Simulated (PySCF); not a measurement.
# Correlation energy of As²⁺ (arsenic, charge +2)

[Ar] 3d10 4s1 4p2, high-spin 4P determinant (an excited configuration). All numbers are calculated (PySCF 2.14, scalar relativity through the core potential, in aug-cc-pwCVTZ-PP with ECP10MDF (8s7p6d4f1g, 96 functions)). Frozen: 3s2 3p6 3d10; 3 electrons correlated.

| level | correlation energy (mhartree) |
| --- | --- |
| CCSD | -12.85 |
| (T) | -0.06 |
| CCSD(T) | -12.91 |

Diagnostics: T1 = 0.0019, D1 = 0.0042, largest double amplitude 0.035.

**Question.** Is a single reference adequate?

**Answer.** Yes, within this model without spin-orbit coupling: T1 lies below 0.03 and no double amplitude reaches 0.07.
